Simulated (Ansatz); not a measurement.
GeH₂. The state is a triplet with charge 0. Geometry r2SCAN-D4/def2-TZVP, that of the neutral singlet; atoms count from 1.

```xyz
3

Ge    0.516   -0.470    0.272
H    -0.236    0.817    0.830
H    -0.280   -0.347   -1.101
```

At PBE0-D4/def2-TZVP a singlet of charge 0 lies 1.37 eV below the triplet at the same geometry.

Estimate the Mulliken populations from the PBE0/def2-TZVP orbitals of Ansatz.


| atom | charge (e) | spin (α − β) |
| --- | --- | --- |
| Ge1 | -0.11 | 1.79 |
| H2 | 0.05 | 0.11 |
| H3 | 0.05 | 0.11 |
Mulliken values depend strongly on the basis.

Where does the spin sit?

Summed by element: Ge 1.79, H 0.21, of 2 unpaired in all. Largest on single atoms: Ge1 1.79, H2 0.11, H3 0.11.
